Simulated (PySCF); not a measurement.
InO, multiplicity 2. Atoms are numbered in the order given.

```xyz
2

In     0.0000     0.0000    -0.2727
O      0.0000     0.0000     1.6703
```
Charge 0, spin multiplicity 2.

The structure is a stationary point at B3LYP-D3(BJ)/def2-TZVP. The def2 effective core potentials stand for the cores of In; spin–orbit coupling is left out.

Level of theory: PySCF with B3LYP-D3(BJ)/def2-TZVP.

Frequencies are harmonic and unscaled.

Q: Give all harmonic wavenumbers and intensities. (An estimate is asked for; the answer gives what the named calculation found.)

A: 
```json
[
 {"mode": "1", "ν (cm⁻¹)": "569", "IR (km/mol)": "24.9", "moving atoms (share of kinetic energy)": "O 88 %, In 12 %"}
]
```
